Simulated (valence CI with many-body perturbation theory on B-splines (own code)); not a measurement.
# Sensitivity of CI+MBPT for Sn II

Computed by configuration interaction combined with many-body perturbation theory (CI+MBPT): three valence electrons over a frozen Dirac-Fock core [Kr] 4d10, radial functions for each j: 6 s, 6 p, 5 d, 3 f, 1 g, with the one-electron correlation potential Σ1, the two-electron term Σ2, the three-electron term Σ3, Breit, model QED; selected CI, second order for the rest, scaled by the run's own slope (own B-spline code, finite nucleus).

Set against measurement, 11 paired levels are off by 214 cm⁻¹ on average, the worst by 487. These come from a selection out of the NIST Handbook of Basic Atomic Spectroscopic Data. Levels without a partner in it may be off by more.

The reference run has the lowest level 5s2 5p 2P°_1/2 and an ionisation energy of 14.6069 eV. Its largest variational space holds 4542 state functions.

Names give the largest LS component (configuration and term), which can be under half, so a name can repeat, a term be missing and a line seem to break the LS rules; names also repeat where a configuration has a term twice.

Changed runs:
A. highest l with Σ1, explicit Σ2 and valence Breit (higher l get mean screening factors) 3 → 0
B. logarithmic knot step 0.27 → 0.33
C. scale of Σ1 1 → 1.1
D. closed core [Kr] 4d10 → [Kr] 4d10 5s1 (bad on purpose)

Excitation energies of the reference run in cm⁻¹, and shifts in cm⁻¹:

| Level | Reference | A | B | C |
| --- | --- | --- | --- | --- |
| 5s2 5p 2P°_3/2 | 4242 | -398 | -0.7 | +54 |
| 5s 5p2 4P_1/2 | 45979 | +3378 | -8.0 | +305 |
| 5s 5p2 4P_3/2 | 47882 | +3174 | -8.4 | +330 |
| 5s 5p2 4P_5/2 | 50253 | +2976 | -8.7 | +355 |
| 5s2 6s 2S_1/2 | 57026 | +845 | -3.9 | +505 |
| 5s 5p2 2D_3/2 | 58592 | -50 | -8.1 | +441 |
| 5s 5p2 2D_5/2 | 59222 | -167 | -8.2 | +452 |
| 5s2 6p 2P°_1/2 | 71452 | -848 | -5.2 | +529 |
| 5s2 5d 2D_3/2 | 71487 | +2268 | -7.3 | +489 |
| 5s2 5d 2D_5/2 | 72128 | +2320 | -7.5 | +494 |
| 5s2 6p 2P°_3/2 | 72322 | -864 | -5.3 | +533 |
| 5s 5p2 2S_1/2 | 75850 | +5692 | -9.1 | +425 |
| Ionisation energy (eV) | 14.6069 | +0.1819 | -0.0008 | +0.0779 |

Run D: It gave no result: the perturbation theory needs a core of closed shells. The program said: "the core must hold closed shells only".
